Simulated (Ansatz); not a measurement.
Geometry optimisation, Ansatz 0.2.0, UKS B3LYP/def2-SVP.

Input file:

```yaml
crystal:
  periodic: [false, false, false]
  atoms:
    - { symbol: Ge, position_ang: [0.010666, 0.017381, -0.378895] }
    - { symbol: F, position_ang: [0.026575, 0.047075, 2.508346] }
    - { symbol: H, position_ang: [1.437461, -0.040755, -1.014741] }
    - { symbol: H, position_ang: [-0.753196, 1.224, -1.014477] }
    - { symbol: Cl, position_ang: [-1.029273, -1.783761, -1.096738] }
    - { symbol: Si, position_ang: [0.001952, 0.003596, 4.124728] }
    - { symbol: H, position_ang: [-0.765274, -1.192265, 4.558635] }
    - { symbol: H, position_ang: [1.406994, -0.071355, 4.605214] }
    - { symbol: H, position_ang: [-0.649905, 1.249385, 4.608426] }
magnetization:
  spin_polarized: true
  initial_magnetization: 1
basis:
  gaussian: { orbitals: def2-SVP }
hamiltonian:
  xc: b3lyp
relax:
  f_tol: 0.03
  max_steps: 50
```

Command:

```bash
$ ansatz run input.yaml --threads 4 --pin off --max-ram 5120MiB --backend cpu --events-out ev --progress --plain --runs-dir out
```

Task: Where does it end, and by what steps?

Result: It converged. The force dipped under the threshold on the way, but the program's further checks kept it going. After 26 steps the energy has fallen by 0.130 eV; Cl5 moved furthest, 1.40 Å.

```tsv
step	energy less start (eV)	largest force component (eV/Å)	accepted
0	0.0000	0.780	yes
1	-0.0452	0.309	yes
2	-0.0530	0.118	yes
3	-0.0537	0.023	yes
4	-0.0548	0.107	yes
5	-0.0559	0.264	yes
6	-0.0581	0.188	yes
7	-0.0646	0.186	yes
8	-0.0539	0.482	no
9	-0.0729	0.158	yes
10	-0.0809	0.121	yes
11	-0.0902	0.261	yes
12	-0.0977	0.316	yes
13	-0.1051	0.469	yes
14	-0.1151	0.212	yes
15	-0.1228	0.071	yes
16	-0.1241	0.077	yes
17	-0.1255	0.062	yes
18	-0.1269	0.101	yes
19	-0.1275	0.171	yes
20	-0.1282	0.103	yes
21	-0.1288	0.004	yes
22	-0.1292	0.008	yes
23	-0.1257	0.329	no
24	-0.1295	0.076	yes
25	-0.1295	0.069	yes
26	-0.1300	0.024	yes
```

```xyz
9
Properties=species:S:1:pos:R:3
Ge -0.300 -0.523 -0.366
F 0.153 0.260 2.459
H 1.248 -0.404 -0.287
H -0.977 0.875 -0.281
Cl -0.749 -1.297 -2.378
Si 0.090 0.157 4.094
H -0.689 -1.058 4.453
H 1.484 0.061 4.601
H -0.574 1.383 4.606
```

Whether the end is a true minimum wasn't checked by a vibrational analysis.

Run time: 64 s on 4 threads of Arm Neoverse V2, with other jobs on the host, peak memory 0.37 GiB.
